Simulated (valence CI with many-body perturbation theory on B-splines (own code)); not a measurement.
The numbers below are computed, except where a source is named.
Ladder of approximations for Ho LXI

Method: valence CI with perturbative core correlation (CI+MBPT): five valence electrons over a frozen Dirac-Fock core [He], a basis of 9 s, 9 p, 8 d, 6 f, 3 g, 1 h functions for each j, with the one-electron correlation potential Σ1 (screened to all orders), the two-electron term Σ2, the three-electron term Σ3, Breit, model QED; selected single and double excitations, second order for the rest (own B-spline code, finite nucleus).

The last digits are not significant, and no measured levels were compared; by estimate large intervals hold to a few tenths of a per cent, small ones and those within an open d or f shell to about a per cent. Among the levels kept, up to 1100 cm⁻¹ of a level comes from second order outside the variational space, and about a tenth of that is noise between levels of different J, which matters for small intervals.

Each rung adds one term. CI alone is the Dirac-Coulomb CI over the frozen core; QED comes last and gives the full result, which names the levels. Energies are above (2s^2 2p1/2^2 2p3/2) J=3/2 on the same rung, in × 10³ cm⁻¹.

Levels are named by their leading jj configuration (3d3/2^4 stands for four electrons in 3d with j = 3/2), which in mixed levels can hold well under half, so a name can repeat and another be missing. Letters in brackets count levels of one name in rising energy.

| Level | CI alone |
| --- | --- |
| (2s^2 2p1/2 2p3/2^2) J=3/2 | 7136.0 |
| (2s^2 2p1/2 2p3/2^2) J=5/2 | 7377.6 |
| (2s^2 2p1/2 2p3/2^2) J=1/2 | 7661.5 |
| (2s 2p1/2^2 2p3/2^2) J=5/2 | 9580.9 |
| (2s 2p1/2^2 2p3/2^2) J=1/2 | 10268 |
| (2s 2p1/2^2 2p3/2^2) J=3/2 | 10321 |
| (2s^2 2p3/2^3) J=3/2 | 14834 |
| (2s 2p1/2 2p3/2^3) J=3/2 [a] | 16881 |
| (2s 2p1/2 2p3/2^3) J=5/2 | 17254 |
| (2s 2p1/2 2p3/2^3) J=1/2 | 17633 |
| (2s 2p1/2 2p3/2^3) J=3/2 [b] | 17743 |
| (2p1/2^2 2p3/2^3) J=3/2 | 20380 |
| (2s 2p3/2^4) J=1/2 | 24902 |
| (2p1/2 2p3/2^4) J=1/2 | 27734 |
| (2s^2 2p1/2^2 3s) J=1/2 | 58032 |
| (2s^2 2p1/2^2 3p1/2) J=1/2 | 58758 |

(1) What do these energies become with core correlation, Breit and QED?

(2) How does the ionisation energy move along the ladder, and which term matters most?

## Answers

(1) (2s^2 2p1/2 2p3/2^2) J=3/2 7049.8 (-86.27); (2s^2 2p1/2 2p3/2^2) J=5/2 7231.9 (-145.67); (2s^2 2p1/2 2p3/2^2) J=1/2 7590.8 (-70.68); (2s 2p1/2^2 2p3/2^2) J=5/2 9446.7 (-134.20); (2s 2p1/2^2 2p3/2^2) J=1/2 10193 (-75.03); (2s 2p1/2^2 2p3/2^2) J=3/2 10204 (-116.69); (2s^2 2p3/2^3) J=3/2 14655 (-178.05); (2s 2p1/2 2p3/2^3) J=3/2 [a] 16693 (-187.38); (2s 2p1/2 2p3/2^3) J=5/2 17006 (-247.91); (2s 2p1/2 2p3/2^3) J=1/2 17445 (-188.31); (2s 2p1/2 2p3/2^3) J=3/2 [b] 17521 (-222.50); (2p1/2^2 2p3/2^3) J=3/2 20166 (-213.53); (2s 2p3/2^4) J=1/2 24633 (-268.93); (2p1/2 2p3/2^4) J=1/2 27432 (-303.01); (2s^2 2p1/2^2 3s) J=1/2 57997 (-34.97); (2s^2 2p1/2^2 3p1/2) J=1/2 58723 (-34.89).

(2) CI alone 13429, + Σ1 13429, + Σ2 13430, + Σ3 13429, + Breit 13419, + QED 13418 eV. The largest step is Breit, -11 eV. NIST lists 13417 ± 10 eV (theoretical).
